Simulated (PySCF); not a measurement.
Zn(k2OAc)2 (C₄H₆O₄Zn), SMILES CC1[O][Zn]2([O]C(C)=[O]->2)<-[O]=1.

The structure is a stationary point at B3LYP-D3(BJ)/def2-SVP. The isomer is the one that the SMILES or the coordinates give; other isomers of the formula were not compared. The values are those of a single conformer.

Method: B3LYP/def2-SVP run with PySCF.

The total energy is -2235.90271 hartree and the highest occupied level is -7.87 eV. The lowest empty level comes out as -0.50 eV and the orbital gap is 7.37 eV. The dipole moment comes out as 0.16 D and the quadrupole, principal values (traceless, Buckingham form, about the centre of nuclear charge) is -9.16, -9.12, 18.28 D·Å. The mean static polarisability comes out as 67.3 bohr³ (9.97 Å³) and the polarisability, principal values comes out as 50.5, 50.5, 100.9 bohr³.
